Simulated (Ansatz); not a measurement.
Total energies of `c1coc(-c2ccc(-c3ccc(-c4ccco4)o3)o2)c1` from Ansatz at PBE-D4/def2-TZVP, gas phase (1 Eh = 27.2114 eV = 2625.5 kJ/mol). The reference geometry is relaxed at r2SCAN-D4/def2-SVP.

| state | geometry | energy (Eh) |
| --- | --- | --- |
| charge 0 singlet | reference | -915.86456 |
| charge 1 doublet | reference | -915.63503 |
| charge -1 doublet | reference | -915.88213 |
| free C atom (triplet) | – | -37.79597 |
| free O atom (triplet) | – | -75.00967 |
| free H atom (doublet) | – | -0.49962 |

Single mean-field runs in def2-TZVP are fitted with def2-universal-jkfit.

Work out the vertical ionisation energy to the doublet.

E(charge 1 doublet) − E(charge 0 singlet) = -915.63503 − (-915.86456) = 0.22953 Eh = 6.25 eV. For comparison, −ε of the highest occupied level is 4.40 eV at this level, 1.85 eV less.

Work out the vertical electron affinity, to the doublet.

E(charge 0 singlet) − E(charge -1 doublet) = -915.86456 − (-915.88213) = 0.01757 Eh = 0.48 eV. The basis lacks diffuse functions, which makes affinities too small.

Give the fundamental gap IE − EA, the Mulliken electronegativity (IE + EA)/2 and the hardness (IE − EA)/2.

From the values in Eh: IE − EA = 0.22953 − 0.01757 = 0.21196 Eh = 5.77 eV; (IE + EA)/2 = 3.36 eV; (IE − EA)/2 = 2.88 eV. The HOMO–LUMO gap of the same run is 2.16 eV, 3.61 eV smaller than the fundamental gap.

What is the binding energy per atom against free atoms?

Atoms: 16 × (-37.79597) + 4 × (-75.00967) + 10 × (-0.49962) = -909.77040 Eh. Binding: -909.77040 − (-915.86456) = 6.09416 Eh = 165.83 eV, or 5.53 eV for each of 30 atoms (no zero-point energy, no counterpoise term).

At PBE-D4/def2-TZVP the highest occupied level of the charge -1 doublet lies above zero (up to 1.35 eV). By energy differences its removal costs 0.48 eV (vertical, to the charge 0 singlet, at PBE-D4/def2-TZVP); self-interaction error and the lack of diffuse functions both raise the level.
